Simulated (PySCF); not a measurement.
PySCF job for but-3-ene-1-selenol (C₄H₈Se), SMILES C([SeH])CC=C, PBE-D3(BJ)/def2-SVP. Geometry: PBE-D3(BJ)/def2-SVP. Other conformers were not sampled.

```python
import numpy as np
from pyscf import gto, scf, dft, df
from pyscf.hessian import thermo

mol = gto.M(
    atom='''
    C    -3.46951284    1.02792456    0.47711717
    C    -2.62204576    0.00746949    0.25951005
    C    -1.16623452   -0.00903463    0.63975734
    C    -0.25777983   -0.08873610   -0.59314675
    Se    1.66890055   -0.25131410   -0.18041767
    H    -3.13871081    1.94954148    0.98555564
    H    -4.52435097    0.97972783    0.16480496
    H    -2.99595419   -0.89697779   -0.25675782
    H    -0.95073801   -0.88200223    1.29449760
    H    -0.91816649    0.89875575    1.22979721
    H    -0.47568158   -0.99685902   -1.19255538
    H    -0.40455715    0.78384750   -1.25923121
    H     1.75897833    1.08290597    0.46866294
    ''',
    basis='def2-SVP',
    charge=0,
    spin=0,
    max_memory=1600,
    verbose=3,
)
mf = dft.RKS(mol, xc='pbe').density_fit(auxbasis='def2-universal-jkfit')
mf.disp = 'd3bj'
mf.grids.level = 3
mf.conv_tol = 1e-11
mf.max_cycle = 100
mf.kernel()

# [left out here: the lines that compute and print the analytic Hessian (its translational invariance restored by hand, since the grid's response is missing), thermochemistry and intensities]
```

It prints:

```
converged SCF energy = -2557.78444084924

WARN: DFTD3 does not support analytical Hessian, using finite difference


WARN: Mole.unit (angstrom) is changed to Bohr

Mode                                 0                   1                   2
Irrep
Freq [cm^-1]                       79.9692             89.8272            174.0211
Reduced mass [au]                   3.1142              2.3519              1.3679
Force const [Dyne/A]                0.0117              0.0112              0.0244
Char temp [K]                     115.0579            129.2414            250.3776
Normal mode                   x     y     z       x     y     z       x     y     z
       0   C                -0.11 -0.09  0.04   -0.02  0.01  0.12    0.04  0.00  0.02
       1   C                 0.01  0.02 -0.02   -0.01  0.06 -0.07    0.02 -0.02  0.04
       2   C                 0.01  0.15 -0.03   -0.01  0.00 -0.08    0.04  0.03 -0.07
       3   C                 0.02  0.09 -0.01    0.01 -0.12 -0.06    0.01 -0.03 -0.09
       4  Se                 0.01 -0.03  0.00    0.01  0.01  0.02   -0.02  0.01  0.01
       5   H                -0.21 -0.07  0.07   -0.01 -0.07  0.26    0.10  0.05 -0.10
       6   H                -0.11 -0.21  0.06   -0.03  0.04  0.15    0.01 -0.02  0.14
       7   H                 0.10 -0.01 -0.04   -0.02  0.13 -0.19   -0.03 -0.07  0.17
       8   H                 0.06  0.21  0.04   -0.06  0.03 -0.02    0.10  0.08 -0.02
       9   H                -0.04  0.21 -0.09    0.03  0.02 -0.13    0.05  0.08 -0.15
      10   H                -0.02  0.09 -0.00    0.05 -0.21  0.05    0.03 -0.06 -0.04
      11   H                 0.08  0.08 -0.03   -0.00 -0.21 -0.17    0.00 -0.05 -0.13
      12   H                 0.09 -0.03  0.00   -0.05  0.14 -0.23   -0.26 -0.28  0.64
Mode                                 3                   4                   5
Irrep
Freq [cm^-1]                      203.4816            270.6585            417.1597
[...]
       4  Se                 0.00 -0.01 -0.00   -0.00  0.00 -0.00    0.00 -0.00 -0.00
       5   H                 0.17 -0.11  0.00    0.13 -0.07 -0.02   -0.13  0.09 -0.01
       6   H                -0.03  0.13  0.02   -0.06  0.10  0.07    0.06 -0.16 -0.04
       7   H                 0.30 -0.02 -0.02    0.20 -0.03  0.08   -0.06 -0.05 -0.04
       8   H                -0.31  0.02  0.06    0.35  0.01 -0.02    0.10 -0.03 -0.10
       9   H                 0.17  0.01 -0.21   -0.15  0.05 -0.15    0.47 -0.04  0.01
      10   H                 0.38 -0.02  0.02    0.22 -0.06  0.04    0.60 -0.04 -0.16
      11   H                -0.43  0.00  0.07    0.57 -0.04 -0.17    0.14  0.03  0.02
      12   H                -0.22  0.04 -0.06   -0.03  0.00 -0.00   -0.10  0.02 -0.02
Mode                                18                  19                  20
Irrep
Freq [cm^-1]                     1243.8804           1262.2373           1279.8270
Reduced mass [au]                   1.1362              1.2585              1.3719
Force const [Dyne/A]                1.0357              1.1814              1.3240
Char temp [K]                    1789.6670           1816.0784           1841.3861
Normal mode                   x     y     z       x     y     z       x     y     z
       0   C                -0.01  0.02  0.01   -0.01 -0.07 -0.04   -0.01  0.05  0.02
       1   C                 0.02  0.01 -0.01    0.04  0.04  0.04   -0.01 -0.05 -0.01
       2   C                -0.04  0.04 -0.01    0.06  0.04 -0.01    0.12 -0.01 -0.03
       3   C                 0.02 -0.07  0.01   -0.05 -0.02  0.00   -0.06 -0.00 -0.00
       4  Se                 0.00 -0.00  0.00   -0.00 -0.00 -0.00   -0.00 -0.00 -0.00
       5   H                -0.06  0.05 -0.00    0.22 -0.17  0.00   -0.27  0.15  0.02
       6   H                -0.02  0.06  0.03   -0.02  0.04 -0.01   -0.03  0.16  0.03
       7   H                 0.19 -0.09  0.05   -0.59  0.33 -0.01    0.29 -0.19  0.00
       8   H                 0.51 -0.04 -0.30   -0.11 -0.01 -0.02   -0.35  0.00  0.13
       9   H                -0.36 -0.00  0.19   -0.27  0.00  0.19   -0.45  0.01  0.17
      10   H                 0.18  0.05 -0.23    0.31 -0.04 -0.10    0.23 -0.06 -0.01
      11   H                -0.39  0.03  0.22    0.03  0.05  0.09    0.18  0.04  0.02
      12   H                -0.01  0.00 -0.01   -0.03  0.00 -0.01   -0.01  0.00 -0.00
Mode                                21                  22                  23
Irrep
Freq [cm^-1]                     1377.8847           1392.8267           1408.2239
Reduced mass [au]                   1.1730              1.0870              1.1267
Force const [Dyne/A]                1.3122              1.2424              1.3164
Char temp [K]                    1982.4693           2003.9675           2026.1207
Normal mode                   x     y     z       x     y     z       x     y     z
       0   C                -0.02  0.04  0.01    0.00 -0.01 -0.00   -0.01  0.02  0.01
       1   C                -0.08  0.04 -0.00    0.01 -0.01 -0.00   -0.03  0.00  0.00
       2   C                 0.04 -0.01 -0.03   -0.00 -0.00 -0.03    0.05  0.00  0.06
       3   C                -0.01 -0.00  0.00   -0.01  0.01  0.07    0.00  0.00  0.04
       4  Se                -0.00  0.00  0.00    0.00 -0.00  0.00    0.00  0.00  0.00
       5   H                 0.49 -0.18  0.06   -0.09  0.03 -0.00    0.15 -0.05  0.01
       6   H                 0.10 -0.55 -0.23   -0.02  0.11  0.04    0.02 -0.18 -0.06
       7   H                 0.22 -0.10  0.03   -0.05  0.02  0.01    0.04 -0.01 -0.02
       8   H                 0.07  0.15  0.19    0.03  0.17  0.21   -0.18 -0.38 -0.39
       9   H                -0.10 -0.13  0.22    0.06 -0.16  0.20   -0.20  0.36 -0.40
      10   H                 0.02  0.01 -0.03   -0.05  0.36 -0.47   -0.02  0.17 -0.22
      11   H                 0.01 -0.01 -0.01   -0.06 -0.40 -0.48   -0.03 -0.18 -0.21
      12   H                 0.00 -0.00 -0.00   -0.00 -0.00  0.01   -0.00 -0.00  0.00
Mode                                24                  25                  26
Irrep
Freq [cm^-1]                     1671.8818           2347.5030           2965.0963
Reduced mass [au]                   5.2871              1.0206              1.0612
Force const [Dyne/A]                8.7072              3.3138              5.4969
Char temp [K]                    2405.4657           3377.5342           4266.1134
Normal mode                   x     y     z       x     y     z       x     y     z
       0   C                 0.11 -0.13 -0.03   -0.00  0.00 -0.00   -0.00 -0.00 -0.00
       1   C                -0.15  0.14  0.02    0.00 -0.00 -0.00   -0.00 -0.00 -0.00
       2   C                 0.03 -0.01  0.00   -0.00 -0.00 -0.00    0.02 -0.01  0.06
       3   C                 0.00 -0.00 -0.00   -0.00 -0.00  0.00   -0.00 -0.00 -0.01
       4  Se                -0.00  0.00  0.00    0.00  0.01  0.01   -0.00 -0.00 -0.00
       5   H                -0.19 -0.03 -0.06    0.00  0.00  0.00    0.00  0.01  0.00
       6   H                 0.09  0.13  0.09   -0.00 -0.00  0.00   -0.01 -0.00 -0.00
       7   H                 0.17  0.01  0.05   -0.00  0.00  0.00    0.00  0.00  0.00
       8   H                 0.06 -0.00  0.00    0.00  0.00  0.00   -0.15  0.62 -0.44
       9   H                -0.07  0.02  0.00    0.00  0.00 -0.00   -0.12 -0.48 -0.29
      10   H                -0.01 -0.00  0.00    0.01  0.01  0.01    0.01  0.06  0.04
      11   H                -0.01  0.00  0.01   -0.00 -0.00 -0.00    0.01 -0.06  0.04
      12   H                 0.00 -0.00 -0.00   -0.06 -0.89 -0.43   -0.00  0.00  0.00
Mode                                27                  28                  29
Irrep
Freq [cm^-1]                     3000.5831           3018.7099           3058.9189
Reduced mass [au]                   1.0610              1.1022              1.0759
Force const [Dyne/A]                5.6283              5.9177              5.9315
Char temp [K]                    4317.1710           4343.2515           4401.1032
Normal mode                   x     y     z       x     y     z       x     y     z
       0   C                -0.00  0.00 -0.00    0.00 -0.00 -0.00    0.02 -0.02 -0.00
       1   C                 0.00 -0.00 -0.00   -0.00 -0.01 -0.01   -0.02 -0.05 -0.03
       2   C                 0.00 -0.01  0.01    0.01  0.08  0.01   -0.00 -0.01 -0.00
       3   C                 0.02  0.01  0.06    0.00 -0.02  0.01    0.00  0.02 -0.00
       4  Se                 0.00  0.00  0.00   -0.00 -0.00 -0.00    0.00  0.00  0.00
       5   H                 0.00  0.00  0.00    0.00  0.00  0.00    0.11  0.28  0.16
       6   H                -0.00  0.00 -0.00   -0.01 -0.00 -0.00   -0.34 -0.02 -0.10
       7   H                 0.00  0.01  0.00    0.05  0.12  0.07    0.27  0.65  0.37
       8   H                -0.03  0.10 -0.08    0.10 -0.41  0.31   -0.01  0.03 -0.03
       9   H                 0.00  0.01  0.01   -0.17 -0.61 -0.39    0.02  0.07  0.05
      10   H                -0.15 -0.64 -0.40    0.01  0.04  0.03   -0.02 -0.08 -0.05
      11   H                -0.06  0.46 -0.33   -0.03  0.17 -0.12    0.02 -0.13  0.10
      12   H                -0.00 -0.01 -0.00   -0.00  0.00  0.00   -0.00 -0.00 -0.00
Mode                                30                  31                  32
Irrep
Freq [cm^-1]                     3066.7626           3069.7097           3165.8014
Reduced mass [au]                   1.1015              1.0818              1.1164
Force const [Dyne/A]                6.1040              6.0062              6.5923
Char temp [K]                    4412.3886           4416.6287           4554.8833
Normal mode                   x     y     z       x     y     z       x     y     z
       0   C                -0.01  0.02  0.01   -0.02  0.05  0.02   -0.07 -0.04 -0.04
       1   C                 0.00 -0.00 -0.00   -0.01 -0.04 -0.02   -0.00 -0.01 -0.00
       2   C                 0.00  0.02  0.00    0.00 -0.01 -0.00    0.00 -0.00  0.00
       3   C                 0.00  0.08 -0.01   -0.00 -0.03  0.00    0.00 -0.00 -0.00
       4  Se                 0.00  0.00  0.00   -0.00  0.00 -0.00   -0.00 -0.00  0.00
       5   H                -0.08 -0.22 -0.12   -0.20 -0.53 -0.29    0.16  0.48  0.26
       6   H                 0.20  0.01  0.06    0.41  0.03  0.13    0.72  0.03  0.21
       7   H                 0.00  0.01  0.01    0.17  0.41  0.23    0.03  0.07  0.04
       8   H                 0.02 -0.09  0.07   -0.02  0.06 -0.05   -0.00  0.00 -0.00
       9   H                -0.03 -0.12 -0.08    0.02  0.08  0.05    0.00  0.00  0.00
      10   H                -0.10 -0.43 -0.29    0.03  0.14  0.09   -0.00  0.00  0.00
      11   H                 0.08 -0.54  0.41   -0.02  0.16 -0.13   -0.00  0.00 -0.00
      12   H                -0.00 -0.01 -0.00    0.00  0.00  0.00    0.00  0.00  0.00
temperature 298.1500 [K]
pressure 101325.00 [Pa]
Rotational constants [GHz] 17.37128 0.94363 0.93418
Symmetry number 1
Zero-point energy (ZPE) 0.10347 [Eh]   271672.925 [J/mol]
                           tot       elec      trans        rot        vib
Entropy [J/mol/K]       355.254      0.000    169.930    114.818     70.506
Cv [J/mol/K]            100.879      0.000     12.472     12.472     75.936
Cp [J/mol/K]            109.194      0.000     20.786     12.472     75.936
Internal energy [J/mol]                      3718.434   3718.434 282970.405
Internal energy [Eh]   -2557.67383  -2557.78444
Enthalpy [J/mol]                             6197.391   3718.434 282970.405
Enthalpy [Eh]          -2557.67289
Gibbs free energy [J/mol]                  -44467.294 -30514.642 261949.127
Gibbs free energy [Eh] -2557.71323
mode   freq/cm-1   IR/(km/mol)
   1       79.97         0.351
   2       89.83         0.624
   3      174.02         3.492
   4      203.48         3.881
   5      270.66         0.108
   6      417.16         1.497
   7      570.30         2.820
   8      652.18         7.090
   9      690.61         6.876
  10      787.52         9.994
  11      900.54        34.443
  12      910.27         0.852
  13      934.29         0.303
  14      993.13        12.224
  15     1027.19         2.366
  16     1057.40        12.252
  17     1157.25         5.035
  18     1174.53         9.016
  19     1243.88         3.542
  20     1262.24         1.518
  21     1279.83         3.861
  22     1377.88         1.100
  23     1392.83         0.404
  24     1408.22         6.587
  25     1671.88         7.809
  26     2347.50        23.699
  27     2965.10         9.010
  28     3000.58        10.740
  29     3018.71         5.724
  30     3058.92        15.801
  31     3066.76         8.463
  32     3069.71         4.367
  33     3165.80         9.988
max |gradient| / (hartree/bohr): 3.221737106939833e-05
APT charges: [-0.1159  0.0462  0.0031  0.1655 -0.0432  0.0286  0.0304  0.0039 -0.0103
 -0.023  -0.0121 -0.0368 -0.0364]
```

The run converged.
